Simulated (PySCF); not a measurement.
**Calculated NMR parameters of C=C[Si@@H]1N[SiH2]N[SiH2]N1C=O**

* Formula: C3H11N3OSi3
* SMILES: C=C[Si@@H]1N[SiH2]N[SiH2]N1C=O
* InChI: InChI=1S/C3H11N3OSi3/c1-2-10-5-8-4-9-6(10)3-7/h2-5,10H,1,8-9H2/t10-/m1/s1
* Point group of the computed structure: C1
* Degrees of unsaturation: 3
* Carbon signals: 3
* Proton signals: 11

Molfile (atoms numbered from 1):
```
C3H11N3OSi3
     RDKit          3D

 21 21  0  0  0  0  0  0  0  0999 V2000
    3.5445   -0.0450   -0.3479 C   0  0  0  0  0  0  0  0  0  0  0  0
    2.2859   -0.0095   -0.7526 C   0  0  0  0  0  0  0  0  0  0  0  0
    0.8011   -0.2605    0.3744 Si  0  0  2  0  0  4  0  0  0  0  0  0
   -0.0462   -1.6745   -0.1226 N   0  0  0  0  0  0  0  0  0  0  0  0
   -1.7154   -2.0533    0.1586 Si  0  0  0  0  0  4  0  0  0  0  0  0
   -2.4910   -0.5577    0.5253 N   0  0  0  0  0  0  0  0  0  0  0  0
   -2.0616    1.0761    0.1349 Si  0  0  0  0  0  4  0  0  0  0  0  0
   -0.2970    1.0729    0.1222 N   0  0  0  0  0  0  0  0  0  0  0  0
    0.1007    2.3236   -0.0954 C   0  0  0  0  0  0  0  0  0  0  0  0
   -0.6942    3.2278   -0.2437 O   0  0  0  0  0  0  0  0  0  0  0  0
    3.7981   -0.2332    0.6826 H   0  0  0  0  0  0  0  0  0  0  0  0
    4.3789    0.1112   -1.0149 H   0  0  0  0  0  0  0  0  0  0  0  0
    2.0898    0.1880   -1.8008 H   0  0  0  0  0  0  0  0  0  0  0  0
    1.1695   -0.2577    1.7996 H   0  0  0  0  0  0  0  0  0  0  0  0
    0.5238   -2.4506   -0.4127 H   0  0  0  0  0  0  0  0  0  0  0  0
   -1.8788   -2.9238    1.3309 H   0  0  0  0  0  0  0  0  0  0  0  0
   -2.2104   -2.6891   -1.0703 H   0  0  0  0  0  0  0  0  0  0  0  0
   -3.4460   -0.6515    0.8233 H   0  0  0  0  0  0  0  0  0  0  0  0
   -2.5343    1.8950    1.2449 H   0  0  0  0  0  0  0  0  0  0  0  0
   -2.5159    1.4450   -1.2040 H   0  0  0  0  0  0  0  0  0  0  0  0
    1.1896    2.4838   -0.1323 H   0  0  0  0  0  0  0  0  0  0  0  0
  1  2  2  0
  2  3  1  0
  3  4  1  0
  4  5  1  0
  5  6  1  0
  6  7  1  0
  7  8  1  0
  8  9  1  0
  9 10  2  0
  8  3  1  0
  1 11  1  0
  1 12  1  0
  2 13  1  0
  3 14  1  1
  4 15  1  0
  5 16  1  0
  5 17  1  0
  6 18  1  0
  7 19  1  0
  7 20  1  0
  9 21  1  0
M  END
```

Method: shielding tensors at PBE0/pcSseg-1 (GIAO), geometry from GFN2-xTB, in PySCF 2.14.0 with density-fitted response routines (no solvent model, non-relativistic, a single conformation).

Shifts are taken against calculated references (same method and geometry level): ¹H (31.72 ppm), ¹³C (186.93 ppm), ²⁹Si (349.16 ppm) vs TMS; ¹⁵N (267.73 ppm) vs NH3; ¹⁷O (336.08 ppm) against H2O.

| carbon | δC, type | δH (multiplicity) | HMBC from (2–3 bonds) | span of the C tensor (ppm) |
| --- | --- | --- | --- | --- |
| C1 | 146.2, CH2 | H11 6.36 (m); H12 6.64 (m) | H13, H14 | 258 |
| C2 | 144.8, CH | 6.53 (m) | H12, H11, H14 | 242 |
| C9 | 172.1, CH | 8.17 (s) | H14, H20, H19 | 168 |

Other nuclei:
```tsv
atoms	nucleus	environment	δ (ppm)	σ (ppm)
H14	¹H	hydrogen on a silicon bonded to C, 2 N, in a 6-membered ring	5.67	26.05
H20	¹H	hydrogen on a silicon bonded to 2 N, in a 6-membered ring	5.58	26.14
H16	¹H	hydrogen on a silicon bonded to 2 N, in a 6-membered ring	5.53	26.18
H17	¹H	hydrogen on a silicon bonded to 2 N, in a 6-membered ring	5.53	26.19
H19	¹H	hydrogen on a silicon bonded to 2 N, in a 6-membered ring	5.47	26.25
H15	¹H	hydrogen on a nitrogen bonded to 2 Si, in a 6-membered ring	-0.22	31.94
H18	¹H	hydrogen on a nitrogen bonded to 2 Si, in a 6-membered ring	-0.61	32.32
Si3	²⁹Si	silicon bonded to C, 2 N, H, in a 6-membered ring	-26.7	375.8
Si5	²⁹Si	silicon bonded to 2 N, 2 H, in a 6-membered ring	-33.8	383.0
Si7	²⁹Si	silicon bonded to 2 N, 2 H, in a 6-membered ring	-43.8	393.0
N8	¹⁵N	amide-type nitrogen	140.0	127.7
N4	¹⁵N	nitrogen bonded to 2 Si, H, in a 6-membered ring	24.9	242.9
N6	¹⁵N	nitrogen bonded to 2 Si, H, in a 6-membered ring	17.7	250.0
O10	¹⁷O	amide-type carbonyl oxygen	456.0	-119.9
```

Carbon types of the structure: 2 × CH, 1 × CH2, leaving 7 H on heteroatoms. δC 172.1: amide carbonyl carbon; it is a carbonyl in resonance with an O or N lone pair, the region of acids, esters and amides. δC 146.2: terminal =CH2 carbon; the olefinic region. δC 144.8: alkene CH; an sp2 carbon of a C=C bond. δH 6.64, 6.36: hydrogen on a terminal =CH2 carbon; a vinylic proton, deshielded by the sp2 carbon and the C=C anisotropy. δH -0.22, -0.61: hydrogen on a nitrogen bonded to 2 Si, in a 6-membered ring; exchangeable; this is the value without hydrogen bonding to other molecules.

OH and NH positions are those of a molecule without intermolecular hydrogen bonds; in solution they move with solvent, concentration and temperature, and exchange usually removes their couplings. Shifts are as computed. Against solution values, carbons near 30 ppm lie about +3 ppm off and those near 130 ppm about +5 ppm. Of 1211 compounds with measured shifts, 218 miss one by over three times the rms of a fit or turn the order of signals round; such compounds aren't used in these exercises. Unscaled 17O shifts of doubly bonded oxygen tend to come out too high, by tens of ppm or more. Experimental scales use liquid or dissolved standards, which lie at an offset from isolated NH3 (liquid NH3: subtract about 20 ppm) and H2O (liquid H2O: subtract about 36 ppm). No couplings were computed; multiplicities are counted from neighbouring protons, with m where these are inequivalent, close in shift, in a saturated or five-membered ring or joined by F or P, and br s for small geminal =CH2 splittings.
